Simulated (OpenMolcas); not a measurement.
Ionisation energies of titanium

```
Program             : OpenMolcas
Basis               : ANO-L-VTZP [6s5p3d2f1g]
Scalar Hamiltonian  : non-relativistic, point nucleus
Spin-orbit coupling : RASSI with atomic mean-field integrals over the reference wave functions, term energies averaged over their components
```

Active shells in each charge state: the valence d shell, with orbitals averaged over the low states. Where CASPT2's correlated closed shells are named, they are those of the first ion.

A. CASSCF
B. SS-CASPT2, IPEA 0.25 Eh, imaginary shift 0.1 Eh (closed shells correlated: 3s 3p)
C. SS-CASPT2, IPEA 0.25 Eh, imaginary shift 0.1 Eh (closed shells correlated: 2s 2p 3s 3p)
D. SS-CASPT2, IPEA 0 Eh, imaginary shift 0.1 Eh (closed shells correlated: 3s 3p)
E. SS-CASPT2, IPEA 0.25 Eh, imaginary shift 0.1 Eh (closed shells correlated: none)

Energies in eV between the lowest computed levels, named as in B; reference values from the NIST Atomic Spectra Database with their kind.

```
          From              To       A       B       C       D       E  Spin-orbit share in B          Reference
  Ti2+ 3d2 3F2  Ti3+ 3d 2D 3/2  26.709  27.480  27.476  27.560  26.876                 +0.003  27.492 (measured)
Ti3+ 3d 2D 3/2    Ti4+ 3p6 1S0  42.600  43.095  43.077  43.157  42.600                 +0.030  43.267 (measured)
```

Error against the reference values, in %:

```
From  Reference     A     B     C     D     E
Ti2+   measured  -2.8     0  -0.1  +0.2  -2.2
Ti3+   measured  -1.5  -0.4  -0.4  -0.3  -1.5
```

Mean absolute error over the 2 measured values: A 0.72 eV, B 0.09 eV, C 0.10 eV, D 0.09 eV, E 0.64 eV.

The lowest level within the active space need not be the ion's true ground level.
